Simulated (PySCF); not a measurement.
PySCF job for Ti(H)3(OSiH3) (H6OSiTi), SMILES [SiH3][O][TiH3], multiplicity 1, PBE0/pcSseg-1. Coordinates come from a B3LYP-D3(BJ)/def2-SVP optimisation. A frequency run showed that this geometry is not a minimum. The multiplicity is an assumed one; no other spin state was optimised. The structure was generated by enumeration; whether it is a known compound was not checked.

```python
import numpy as np
from pyscf import gto, scf, dft
from pyscf.prop.nmr import rks as nmr

mol = gto.M(
    atom='''
    Ti    0.00000000   -0.00000000    1.44301423
    H     0.41873429   -1.55582853    1.97488362
    H     1.13801988    1.14054880    1.97488362
    H    -1.55675417    0.41527974    1.97488362
    O    -0.00000000    0.00000000   -0.30393460
    Si   -0.00000000   -0.00000000   -1.98869958
    H     0.35159788   -1.36392498   -2.46589768
    H     1.00539475    0.98645519   -2.46589768
    H    -1.35699262    0.37746979   -2.46589768
    ''',
    basis='pcSseg-1',
    charge=0,
    spin=0,
    max_memory=1600,
    verbose=3,
)
mf = dft.RKS(mol, xc='pbe0')
mf.grids.level = 3
mf.conv_tol = 1e-10
mf.max_cycle = 100
mf.kernel()
n = nmr.NMR(mf)
n.verbose = 2
n.max_cycle_cphf = 60
sigma = n.kernel()
print('atom   isotropic/ppm   span/ppm')
for i, s in enumerate(sigma):
    w = np.linalg.eigvalsh((s + s.T) / 2)
    print(f'{mol.atom_symbol(i):2s}{i + 1:3d} {w.mean():14.3f} {w[2] - w[0]:11.3f}')
```

It prints:

```
converged SCF energy = -1217.25746191378
atom   isotropic/ppm   span/ppm
Ti  1      -1823.744    1734.403
H   2         23.419      37.331
H   3         23.419      37.330
H   4         23.419      37.331
O   5        -68.290     593.937
Si  6        376.030     112.423
H   7         25.732       5.197
H   8         25.732       5.197
H   9         25.732       5.197
```

The calculation finished and met its thresholds.
